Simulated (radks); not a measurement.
Initial-state core-level shifts of the ytterbium ion Yb+ when its valence configuration changes from [Xe] 4f14 6s1. All-electron calculation, scalar-relativistic Kohn-Sham, LDA (Slater exchange, Perdew-Wang correlation), spin-polarised, spherical densities, finite nucleus; open shells are filled with parallel spins first (spin-orbit coupling, left out, can overturn this in heavy ions); Fermi nuclear charge, rms radius 5.3108 fm. Program: a radial shooting solver on a logarithmic mesh with Libxc functionals. Shifts are changes of the shell-averaged eigenvalues in eV (positive: less bound); the change of the density at the nucleus, which sets a Mossbauer isomer shift, is in e/bohr^3, on a base of 1.081e+06.

valence                1s       2s       2p       5p  density at nucleus
4f13 5d1 6s1       -6.736   -7.202   -7.134   -3.381               +43.5
4f13 6s2           -8.933   -9.487   -9.416   -5.561              +109.4
4f14 6p1           -1.483   -1.466   -1.467   -1.499               -49.8
4f12 6s1 6p2      -22.068  -23.327  -23.162  -13.973              +118.9
4f13.5 6s1.5       -4.235   -4.490   -4.458   -2.712               +50.2
4f13 6s1 6p1      -10.274  -10.820  -10.749   -6.871               +52.5
4f13 6p2          -11.688  -12.224  -12.152   -8.240                -8.8
4f13 5d1.5 6s0.5   -5.814   -6.240   -6.173   -2.446               +13.4
4f14 5d1           +1.338   +1.400   +1.399   +1.465               -50.5
